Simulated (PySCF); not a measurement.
PySCF input file for borazine cation (B3H6N3), SMILES B1NBNBN1 (connectivity only; charge and spin as stated), charge +1, multiplicity 2, PBE-D3(BJ)/def2-SVP. Geometry: PBE-D3(BJ)/def2-SVP. The geometry has at least one imaginary mode, so it is a saddle point at that level. The spin state was assumed, not searched.

```python
import numpy as np
from pyscf import gto, scf, dft, df
from pyscf.hessian import thermo

mol = gto.M(
    atom='''
    B    -0.06029703    0.71788903    1.30857395
    N     0.08367589   -0.70354017    1.25541407
    B    -0.03697131   -1.40805125   -0.00000004
    N     0.08367590   -0.70354011   -1.25541411
    B    -0.06029703    0.71788909   -1.30857390
    N     0.00596258    1.37929782    0.00000004
    H    -0.17659528    1.33917581    2.33606559
    H     0.09197001   -1.22871609    2.13765937
    H    -0.45455968   -2.55886878   -0.00000007
    H     0.09197001   -1.22871597   -2.13765944
    H    -0.17659529    1.33917594   -2.33606550
    H     0.19843655    2.39379193    0.00000007
    ''',
    basis='def2-SVP',
    charge=1,
    spin=1,
    max_memory=1600,
    verbose=3,
)
mf = dft.UKS(mol, xc='pbe').density_fit(auxbasis='def2-universal-jkfit')
mf.disp = 'd3bj'
mf.grids.level = 3
mf.conv_tol = 1e-11
mf.max_cycle = 100
mf.kernel()
fine, coarse = mf.grids, dft.Grids(mol).set(level=1).build(with_non0tab=True)
for _ in range(3):  # follow internal instabilities
    mf.grids = coarse
    mo, _, stable, _ = mf.stability(return_status=True, nroots=4)
    mf.grids = fine
    if stable:
        break
    mf.kernel(mf.make_rdm1(mo, mf.mo_occ))

# [left out here: the lines that compute and print the analytic Hessian (its translational invariance restored by hand, since the grid's response is missing), thermochemistry and intensities]
```

It prints:

```
[...]
       3   N                -0.00 -0.07 -0.08   -0.02 -0.00  0.02    0.04  0.02  0.01
       4   B                -0.00 -0.03 -0.01   -0.04  0.01 -0.13   -0.10 -0.03  0.03
       5   N                 0.01  0.15 -0.00    0.03  0.05 -0.00   -0.00 -0.00 -0.01
       6   H                -0.03 -0.14  0.08    0.07 -0.13  0.23   -0.49  0.08 -0.07
       7   H                 0.20 -0.13  0.04    0.08 -0.06 -0.05    0.26 -0.05 -0.02
       8   H                 0.23 -0.02 -0.00   -0.43  0.12 -0.00    0.00 -0.00 -0.22
       9   H                 0.20 -0.13 -0.04    0.08 -0.06  0.05   -0.26  0.05 -0.02
      10   H                -0.03 -0.14 -0.08    0.07 -0.13 -0.23    0.49 -0.08 -0.07
      11   H                 0.08  0.14 -0.00   -0.02  0.06 -0.00    0.00 -0.00 -0.12
Mode                                12                  13                  14
Irrep
Freq [cm^-1]                      867.7807            892.9844            904.2121
Reduced mass [au]                   2.5944              1.5725              1.3407
Force const [Dyne/A]                1.1511              0.7388              0.6458
Char temp [K]                    1248.5432           1284.8058           1300.9599
Normal mode                   x     y     z       x     y     z       x     y     z
       0   B                -0.01  0.05  0.01    0.10  0.01  0.01   -0.04  0.05  0.05
       1   N                 0.02 -0.02  0.10   -0.05 -0.01 -0.02    0.05 -0.02  0.03
       2   B                -0.00 -0.16  0.00    0.04 -0.00  0.00   -0.00 -0.00 -0.05
       3   N                 0.02 -0.02 -0.10   -0.05 -0.01  0.02   -0.05  0.02  0.03
       4   B                -0.01  0.05 -0.01    0.10  0.01 -0.01    0.04 -0.05  0.05
       5   N                -0.02  0.03  0.00   -0.07 -0.01  0.00   -0.00 -0.00 -0.03
       6   H                -0.01  0.28 -0.12   -0.44  0.01 -0.05    0.09  0.25 -0.06
       7   H                -0.00  0.09  0.18    0.24 -0.02 -0.03   -0.15 -0.06  0.02
       8   H                -0.18 -0.09  0.00   -0.15  0.06  0.00   -0.00 -0.00 -0.71
       9   H                -0.00  0.09 -0.18    0.24 -0.02  0.03    0.15  0.06  0.02
      10   H                -0.01  0.28  0.12   -0.44  0.01  0.05   -0.09 -0.25 -0.06
      11   H                 0.14 -0.00  0.00    0.24 -0.06  0.00    0.00 -0.00 -0.14
Mode                                15                  16                  17
Irrep
Freq [cm^-1]                      971.7695           1014.0117           1028.3105
Reduced mass [au]                   1.1085              1.5445              1.2303
Force const [Dyne/A]                0.6167              0.9357              0.7665
Char temp [K]                    1398.1600           1458.9370           1479.5098
Normal mode                   x     y     z       x     y     z       x     y     z
       0   B                 0.00  0.01 -0.00    0.02 -0.01 -0.07   -0.02  0.01  0.02
       1   N                 0.00 -0.03  0.01    0.00  0.05 -0.00    0.01 -0.05 -0.05
       2   B                -0.00 -0.00 -0.07   -0.00 -0.00 -0.01    0.01  0.03 -0.00
       3   N                -0.00  0.03  0.01   -0.00 -0.05 -0.00    0.01 -0.05  0.05
       4   B                -0.00 -0.01 -0.00   -0.02  0.01 -0.07   -0.02  0.01 -0.02
       5   N                -0.00 -0.00  0.03    0.00 -0.00  0.11   -0.00  0.04  0.00
       6   H                -0.00  0.44 -0.26   -0.04  0.06 -0.13    0.05  0.42 -0.21
       7   H                -0.05 -0.21 -0.09   -0.03  0.25  0.11   -0.04 -0.35 -0.23
       8   H                 0.00 -0.00  0.46    0.00 -0.00 -0.33   -0.00  0.04 -0.00
       9   H                 0.05  0.21 -0.09    0.03 -0.25  0.11   -0.04 -0.35  0.23
      10   H                 0.00 -0.44 -0.26    0.04 -0.06 -0.13    0.05  0.42  0.21
      11   H                 0.00 -0.00  0.22   -0.00 -0.00  0.56    0.03  0.04  0.00
Mode                                18                  19                  20
Irrep
Freq [cm^-1]                     1109.4979           1213.2791           1215.9064
Reduced mass [au]                   3.6379              2.9009              1.3539
Force const [Dyne/A]                2.6385              2.5159              1.1793
Char temp [K]                    1596.3205           1745.6385           1749.4186
Normal mode                   x     y     z       x     y     z       x     y     z
       0   B                -0.01 -0.09  0.06    0.00 -0.16  0.04   -0.00  0.08 -0.05
       1   N                -0.01  0.04 -0.07   -0.01  0.05 -0.01    0.00  0.01  0.01
       2   B                -0.00 -0.00  0.16    0.02  0.02  0.00   -0.00 -0.00  0.08
       3   N                 0.01 -0.04 -0.07   -0.01  0.05  0.01   -0.00 -0.01  0.01
       4   B                 0.01  0.09  0.06    0.00 -0.16 -0.04    0.00 -0.08 -0.05
       5   N                 0.00 -0.00 -0.06    0.00  0.05 -0.00   -0.00 -0.00  0.00
       6   H                 0.05  0.19 -0.12    0.02  0.19 -0.19    0.01 -0.16  0.10
       7   H                 0.07 -0.05 -0.13    0.04  0.22  0.09   -0.00 -0.43 -0.25
       8   H                 0.00 -0.00 -0.17   -0.09  0.10 -0.00    0.00 -0.00 -0.15
       9   H                -0.07  0.05 -0.13    0.04  0.22 -0.09    0.00  0.43 -0.25
      10   H                -0.05 -0.19 -0.12    0.02  0.19  0.19   -0.01  0.16  0.10
      11   H                -0.00 -0.00  0.15    0.03  0.05  0.00   -0.00 -0.00  0.35
Mode                                21                  22                  23
Irrep
Freq [cm^-1]                     1265.9814           1319.8546           1325.7235
Reduced mass [au]                   4.3500              2.0569              2.0791
Force const [Dyne/A]                4.1077              2.1111              2.1530
Char temp [K]                    1821.4654           1898.9770           1907.4210
Normal mode                   x     y     z       x     y     z       x     y     z
       0   B                -0.01  0.06 -0.04    0.00 -0.05 -0.05    0.00  0.07  0.05
       1   N                -0.00 -0.08 -0.07   -0.00  0.10  0.06    0.00 -0.08 -0.04
       2   B                 0.00  0.00  0.14   -0.00 -0.08 -0.00   -0.00 -0.00  0.02
       3   N                 0.00  0.08 -0.07   -0.00  0.10 -0.06   -0.00  0.08 -0.04
       4   B                 0.01 -0.06 -0.04    0.00 -0.05  0.05   -0.00 -0.07  0.05
       5   N                -0.00 -0.00  0.12   -0.00  0.00  0.00   -0.00 -0.00 -0.11
       6   H                 0.04  0.11 -0.06    0.01 -0.12 -0.02   -0.03 -0.00  0.11
       7   H                -0.00  0.09  0.04    0.02 -0.39 -0.23   -0.04  0.20  0.14
       8   H                -0.00  0.00 -0.01   -0.08 -0.02 -0.00   -0.00 -0.00  0.10
       9   H                 0.00 -0.09  0.04    0.02 -0.39  0.23    0.04 -0.20  0.14
      10   H                -0.04 -0.11 -0.06    0.01 -0.12  0.02    0.03  0.00  0.11
      11   H                 0.00 -0.00 -0.33    0.04 -0.01 -0.00    0.00 -0.00  0.53
Mode                                24                  25                  26
Irrep
Freq [cm^-1]                     2453.1390           2603.4260           2623.7378
Reduced mass [au]                   1.0832              1.0917              1.1030
Force const [Dyne/A]                3.8406              4.3597              4.4735
Char temp [K]                    3529.5208           3745.7503           3774.9745
Normal mode                   x     y     z       x     y     z       x     y     z
       0   B                 0.00 -0.01  0.00   -0.00  0.03  0.05    0.01 -0.04 -0.05
       1   N                 0.00  0.01  0.00    0.00 -0.00  0.00   -0.00  0.00  0.00
       2   B                 0.03  0.08  0.00    0.00  0.00 -0.00   -0.00 -0.00 -0.00
       3   N                 0.00  0.01 -0.00   -0.00  0.00  0.00   -0.00  0.00 -0.00
       4   B                 0.00 -0.01 -0.00    0.00 -0.03  0.05    0.01 -0.04  0.05
       5   N                 0.00  0.00  0.00   -0.00  0.00 -0.00    0.00 -0.00 -0.00
       6   H                -0.00  0.01  0.00    0.06 -0.35 -0.57   -0.06  0.35  0.57
       7   H                -0.00  0.00 -0.01   -0.02 -0.01  0.01    0.00  0.00 -0.01
       8   H                -0.31 -0.90 -0.00   -0.00 -0.00  0.01    0.00  0.01  0.00
       9   H                -0.00  0.00  0.01    0.02  0.01  0.01    0.00  0.00  0.01
      10   H                -0.00  0.01 -0.00   -0.06  0.35 -0.57   -0.06  0.35 -0.57
      11   H                 0.00 -0.00  0.00    0.00 -0.00  0.00   -0.01 -0.00  0.00
Mode                                27                  28                  29
Irrep
Freq [cm^-1]                     3437.2771           3497.1670           3501.6094
Reduced mass [au]                   1.0766              1.0773              1.0783
Force const [Dyne/A]                7.4943              7.7628              7.7894
Char temp [K]                    4945.4764           5031.6446           5038.0364
Normal mode                   x     y     z       x     y     z       x     y     z
       0   B                -0.00 -0.00  0.00   -0.00  0.00  0.00   -0.00  0.00  0.00
       1   N                 0.00 -0.00 -0.00    0.00 -0.03  0.04    0.00 -0.03  0.04
       2   B                -0.00 -0.00 -0.00    0.00  0.00 -0.00   -0.00 -0.00 -0.00
       3   N                 0.00 -0.00  0.00   -0.00  0.03  0.04    0.00 -0.03 -0.04
       4   B                -0.00 -0.00 -0.00    0.00 -0.00  0.00   -0.00  0.00 -0.00
       5   N                 0.01  0.07 -0.00    0.00 -0.00 -0.00   -0.00  0.00 -0.00
       6   H                -0.00 -0.00 -0.00    0.00 -0.00 -0.01    0.00  0.00 -0.00
       7   H                 0.00 -0.00  0.00   -0.00  0.35 -0.58   -0.01  0.35 -0.58
       8   H                 0.00  0.00  0.00    0.00  0.00 -0.00    0.00  0.00 -0.00
       9   H                 0.00 -0.00 -0.00    0.00 -0.35 -0.58   -0.01  0.35  0.58
      10   H                -0.00 -0.00  0.00   -0.00  0.00 -0.01    0.00  0.00  0.00
      11   H                -0.17 -0.95 -0.00   -0.00  0.00  0.00    0.00 -0.00  0.00
temperature 298.1500 [K]
pressure 101325.00 [Pa]
Rotational constants [GHz] 5.44940 4.95499 2.61150
Symmetry number 1
Zero-point energy (ZPE) 0.08610 [Eh]   226068.017 [J/mol]
                           tot       elec      trans        rot        vib
Entropy [J/mol/K]       312.706      5.763    163.475    108.470     34.999
Cv [J/mol/K]             89.598      0.000     12.472     12.472     64.654
Cp [J/mol/K]             97.912      0.000     20.786     12.472     64.654
Internal energy [J/mol]                      3718.434   3718.434 233083.239
Internal energy [Eh]   -241.72426  -241.81587
Enthalpy [J/mol]                             6197.391   3718.434 233083.239
Enthalpy [Eh]          -241.72332
Gibbs free energy [J/mol]                  -42542.576 -28621.817 222648.411
Gibbs free energy [Eh] -241.75883
mode   freq/cm-1   IR/(km/mol)
   1     -223.68        31.341
   2      213.95        29.342
   3      246.67         0.763
   4      374.04        16.396
   5      509.31         4.206
   6      590.38         8.077
   7      598.00        43.036
   8      705.32        48.761
   9      785.71        91.951
  10      815.01         8.880
  11      854.63         5.180
  12      856.94         0.002
  13      867.78         0.381
  14      892.98       126.998
  15      904.21         2.731
  16      971.77         4.314
  17     1014.01         2.695
  18     1028.31         1.923
  19     1109.50        15.508
  20     1213.28        10.586
  21     1215.91         0.062
  22     1265.98         6.406
  23     1319.85        55.358
  24     1325.72       123.714
  25     2453.14       109.824
  26     2603.43         4.327
  27     2623.74        10.019
  28     3437.28       198.289
  29     3497.17       252.392
  30     3501.61        88.107
max |gradient| / (hartree/bohr): 4.780693357198741e-05
APT charges: [ 0.2504 -0.2307  0.0513 -0.2307  0.2504 -0.0474 -0.0143  0.2884  0.1082
  0.2884 -0.0143  0.3002]
```

Self-consistency was reached. The end point has an imaginary mode, so it is no minimum.
